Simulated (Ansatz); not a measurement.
Abridged output of a molecular run in Ansatz:

```
Functional definition: HF
1932 factors; integrals over basis functions are off by at most 1.1e-3 eV
mean field evaluation 1: about -32905.8257 eV, gradient 4.8e1 eV
mean field evaluation 2: about -32906.1996 eV, gradient 4.8e1 eV
mean field evaluation 4: about -32911.2327 eV, gradient 4.5e0 eV
mean field evaluation 8: about -32911.3128 eV, gradient 2.7e-1 eV
mean field -32911.31305918 eV, -1209.4684468355 hartree, gradient 3.1e-6 eV, S^2 0.000000; 0 other end points of the search recorded, 0 dependent functions left out
18 core orbitals not correlated: weight in the atoms' cores, before any rotation towards them, 1.000 or more for the frozen orbitals, at most 0.000 for the correlated occupied ones
reference -32911.31305918 eV, -1209.4684468355 hartree; 19, 19 occupied and 294, 294 virtual orbitals, 1932 factors
second order -28.86770235 eV of doubles, -0.00000000 eV of singles
cycle   1  -29.70225071 eV  change   -8.3e-1 eV  update   1.1e-1
cycle   2  -30.41973724 eV  change   -7.2e-1 eV  update   3.2e-2
cycle   3  -30.55625645 eV  change   -1.4e-1 eV  update   1.5e-2
cycle   4  -30.54201786 eV  change    1.4e-2 eV  update   3.4e-3
cycle   5  -30.54109492 eV  change    9.2e-4 eV  update   1.6e-3
cycle   6  -30.54169857 eV  change   -6.0e-4 eV  update   5.0e-4
cycle   7  -30.54144512 eV  change    2.5e-4 eV  update   2.0e-4
cycle   8  -30.54141505 eV  change    3.0e-5 eV  update   6.7e-5
cycle   9  -30.54144355 eV  change   -2.8e-5 eV  update   2.3e-5
perturbative correction -1.17911444 eV, -0.0433316563 hartree
Total energy: -32943.03361716 eV, -1210.6341558404 hartree
```

Its atoms:

Cartesian coordinates in Å:
```
C 1.3820 -0.1738 1.0661
N 0.1575 -0.2270 0.2676
Si -1.0905 0.9196 0.6373
O -2.0280 1.1423 -0.6899
Si 0.0879 -1.1823 -1.1457
Cl 0.5273 -0.0851 -2.8564
H 1.8853 0.7942 0.9755
H 1.1710 -0.3481 2.1256
H 2.0827 -0.9478 0.7457
H -2.0166 0.4382 1.6884
H -0.4089 2.1617 1.0969
H -1.6054 1.4685 -1.4879
H 1.1228 -2.2368 -1.0550
H -1.2672 -1.7237 -1.3682
```

Task: Which basis set was used?
A. def2-QZVPP
B. cc-pV(D+d)Z
C. def2-TZVPPD
D. def2-TZVPP

Result: D. It gives 331 functions.

Task: Write the keys of the input that set method, charge and spin (a neutral closed shell needs none for the last two).

Result: 
```yaml
correlation: {method: ccsd_t}
```
